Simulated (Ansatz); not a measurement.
One change: `O[SiH](F)CCl` becomes `O[SiH2][SiH](O)F`.

Ansatz, PBE0-D4/def2-TZVP geometries, multiplicity 1. Each molecule was computed in one conformer, which needn't be the lowest.

```
                                      property  `O[SiH](F)CCl`
       HOMO–LUMO gap (ωB97M-V/def2-TZVPP) / eV           12.51
             HOMO energy (PBE/def2-TZVPP) / eV           -7.04
size of the dipole moment (PBE/def2-TZVPP) / D            1.62
         HOMO–LUMO gap (B3LYP/def2-TZVPP) / eV            7.81
           HOMO energy (B3LYP/def2-TZVPP) / eV           -8.20
            HOMO energy (PBE0/def2-TZVPP) / eV           -8.43
```

(1) What does the change do to each property? (Estimate.)

Answers

(1) The calculation gave: 
```json
{"property": "HOMO–LUMO gap (ωB97M-V/def2-TZVPP) / eV", "`O[SiH2][SiH](O)F`": "11.01", "shift": "-1.50"}
{"property": "HOMO energy (PBE/def2-TZVPP) / eV", "`O[SiH2][SiH](O)F`": "-6.79", "shift": "0.25"}
{"property": "size of the dipole moment (PBE/def2-TZVPP) / D", "`O[SiH2][SiH](O)F`": "2.93", "shift": "1.31"}
{"property": "HOMO–LUMO gap (B3LYP/def2-TZVPP) / eV", "`O[SiH2][SiH](O)F`": "6.83", "shift": "-0.98"}
{"property": "HOMO energy (B3LYP/def2-TZVPP) / eV", "`O[SiH2][SiH](O)F`": "-7.87", "shift": "0.33"}
{"property": "HOMO energy (PBE0/def2-TZVPP) / eV", "`O[SiH2][SiH](O)F`": "-8.06", "shift": "0.37"}
```

With PBE0 the HOMO rises by 0.37 eV and the LUMO falls by 0.69 eV, so the gap narrows by about 1.06 eV. PBE moves the HOMO by 0.25 eV and ωB97M-V by 0.54 eV. The zero-point energy changes by 8.0 kJ/mol with +3 modes. Dipoles are sizes alone; their direction can turn.

B3LYP here is the variant with VWN-RPA as its local correlation; programs differ in this.
